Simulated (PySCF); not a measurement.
A side-by-side comparison of computed properties.

First species: C4H4N2.
SMILES: `C(#N)C(C#N)C`

Second species: C₄H₈FPSi.
Numbering: `[CH3:1][SiH:2]([CH3:3])[P:4]1[CH:5]=[C:6]1[F:7]` (hydrogens: H8, H9, H10 on C1; H11 on Si2; H12, H13, H14 on C3; H15 on C5)

Levels: wB97X-D/def2-SVPD for dipole moment, HOMO energy, LUMO energy, HOMO–LUMO gap, static isotropic polarisability and electronic spatial extent ⟨r²⟩ about the centre of nuclear charge; TDDFT wB97X-D/def2-SVPD for lowest singlet excitation; TDA wB97X-D/def2-SVPD for lowest triplet excitation (Tamm–Dancoff); GFN2-xTB for rotational constant A and rotational constant C. Geometries: GFN2-xTB. Each structure is a single optimised conformer of the isolated species, non-relativistic unless stated; the electronic structure was computed with PySCF and density fitting.

The conformers computed, where there is a choice (atom-mapped SMILES and torsion angles):
- `[CH3:1][SiH:2]([CH3:3])[P:4]1[CH:5]=[C:6]1[F:7]`: C1–Si2–P4–C5 -63°

| property | column X | column Y |
| --- | --- | --- |
| dipole moment | 4.48 D | 1.35 D |
| HOMO energy | -11.95 eV | -7.96 eV |
| LUMO energy | 1.33 eV | 0.94 eV |
| HOMO–LUMO gap | 13.28 eV | 8.90 eV |
| lowest singlet excitation | 7.74 eV | 3.98 eV |
| lowest triplet excitation (Tamm–Dancoff) | 6.55 eV | 3.42 eV |
| static isotropic polarisability | 52.8 au | 98.3 au |
| electronic spatial extent ⟨r²⟩ about the centre of nuclear charge | 567 bohr² | 1263 bohr² |
| rotational constant A | 5.588 GHz | 2.781 GHz |
| rotational constant C | 2.096 GHz | 0.959 GHz |

Which column belongs to which species?

Column X is the first species and column Y the second. The first has 10 atoms and 42 electrons, the second 15 and 70.

How does each property change from the first species to the second?

dipole moment -3.13 D; HOMO energy +3.99 eV; LUMO energy -0.39 eV; HOMO–LUMO gap -4.38 eV; lowest singlet excitation -3.76 eV; lowest triplet excitation (Tamm–Dancoff) -3.13 eV; static isotropic polarisability +45.5 au; electronic spatial extent ⟨r²⟩ about the centre of nuclear charge +696 bohr²; rotational constant A -2.807 GHz; rotational constant C -1.137 GHz.

On the first: The vertical singlet–triplet gap S1 − T1 is 1.19 eV (TDDFT singlet less Tamm–Dancoff triplet; S1: HOMO→LUMO+1, weight 0.57; T1: HOMO−1→LUMO+1, weight 0.36). No computed singlet falls in the visible range (750 to 380 nm, 1.65 to 3.26 eV); S1 lies 4.48 eV above its blue end.

On the second: The 8 singlets span 3.98 to 7.05 eV, and their oscillator strengths add up to 0.35. S1 lies 4.92 eV below the HOMO–LUMO gap; its leading configuration is HOMO→LUMO, weight 0.97.
